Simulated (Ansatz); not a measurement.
`Cl[Si](Cl)(Cl)[SnH3]` + H₂ → trichlorosilane + `[SnH4]` at 400 K and 1 bar (hydrogenolysis of the Si–Sn bond).

Computed with Ansatz on PBE0-D4/def2-TZVP structures; ΔE is electronic, products minus reactants. CCSD(T)/CBS is the MP2 limit (def2-TZVPP, def2-QZVPP) plus CCSD(T) − MP2 in def2-TZVPP, frozen cores. This one scheme is used for every species. def2 core potentials past Kr. For Sn outer-core shells are correlated without core-valence functions, which leaves a few kJ/mol of doubt a bond.

```
               species  CCSD(T)/CBS energy (Eh)  H − E (kJ/mol)  S (J/(mol·K))
`Cl[Si](Cl)(Cl)[SnH3]`              -1884.38755           108.2          443.3
                    H₂                 -1.17544            38.0          139.0
       `Cl[SiH](Cl)Cl`              -1669.16736            61.5          337.8
              `[SnH4]`               -216.39156            85.2          244.6
```

H − E and S are ideal-gas, rigid-rotor, harmonic terms from PBE0-D4/def2-TZVP. The MP2-based limit puts H₂ 0.8 mEh under its directly extrapolated value; such offsets cancel only in part. 1 Eh = 2625.50 kJ/mol, R = 8.31446 J/(mol·K).

Task: By hand: ΔE, ΔH, ΔS and ΔG.

Result: ΔE = (-1669.16736) + (-216.39156) − (-1884.38755) − (-1.17544) = 0.00407 Eh = 10.7 kJ/mol. Δ(H − E) = 61.5 + 85.2 − 108.2 − 38.0 = 0.5, so ΔH = 11.2 kJ/mol. ΔS = 337.8 + 244.6 − 443.3 − 139.0 = 0.1 J/(mol·K). ΔG = 11.2 − 400 × (0.1)/1000 = 11.2 kJ/mol.

Task: By hand: the equilibrium constant, and the temperature at which ΔG would vanish if ΔH and ΔS stayed fixed.

Result: log₁₀ K = −ΔG/(RT ln 10) = -1.5. ΔG = 0 at ΔH/ΔS = 112000 K, far beyond where these terms or the molecules hold.

The number of gas molecules stays the same, so ΔS is small and ΔH decides. A doubt of 5 kJ/mol in ΔE shifts log₁₀ K by 0.7 here. These are equilibria of isolated gas molecules and say nothing of rates. Largest T1 diagnostic: 0.013 (customary marks: 0.02 for closed shells, 0.045 for open ones).
